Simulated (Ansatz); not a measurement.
`F[CH2][InH2]` + H₂ → fluoromethane + `[InH3]` at 500 K and 1 bar (hydrogenolysis of a C–In bond).

Isolated molecules relaxed with PBE0-D4/def2-TZVP in Ansatz; ΔE leaves out vibrations. CCSD(T)/CBS is the MP2 limit (def2-TZVPP, def2-QZVPP) plus CCSD(T) − MP2 in def2-TZVPP, frozen cores. This one scheme is used for every species. def2 core potentials past Kr. For In outer-core shells are correlated without core-valence functions, which leaves a few kJ/mol of doubt a bond.

| species | CCSD(T)/CBS energy (Eh) | H − E (kJ/mol) | S (J/(mol·K)) |
| --- | --- | --- | --- |
| `F[CH2][InH2]` | -330.00580 | 139.9 | 360.1 |
| H₂ | -1.17544 | 41.0 | 145.5 |
| `CF` | -139.63461 | 122.2 | 244.8 |
| `[InH3]` | -191.56739 | 65.2 | 255.5 |

H − E and S are ideal-gas, rigid-rotor, harmonic terms from PBE0-D4/def2-TZVP. The MP2-based limit puts H₂ 0.8 mEh under its directly extrapolated value; such offsets cancel only in part. 1 Eh = 2625.50 kJ/mol, R = 8.31446 J/(mol·K).

Question: By hand: ΔE, ΔH, ΔS and ΔG.

Answer: ΔE = (-139.63461) + (-191.56739) − (-330.00580) − (-1.17544) = -0.02076 Eh = -54.5 kJ/mol. Δ(H − E) = 122.2 + 65.2 − 139.9 − 41.0 = 6.5, so ΔH = -48.0 kJ/mol. ΔS = 244.8 + 255.5 − 360.1 − 145.5 = -5.3 J/(mol·K). ΔG = -48.0 − 500 × (-5.3)/1000 = -45.4 kJ/mol.

Question: By hand: the equilibrium constant, and the temperature at which ΔG would vanish if ΔH and ΔS stayed fixed.

Answer: log₁₀ K = −ΔG/(RT ln 10) = 4.7. ΔG = 0 at ΔH/ΔS = 9057 K, far beyond where these terms or the molecules hold.

The number of gas molecules stays the same, so ΔS is small and ΔH decides. A doubt of 5 kJ/mol in ΔE shifts log₁₀ K by 0.5 here. These are equilibria of isolated gas molecules and say nothing of rates. Largest T1 diagnostic: 0.014 (customary marks: 0.02 for closed shells, 0.045 for open ones).
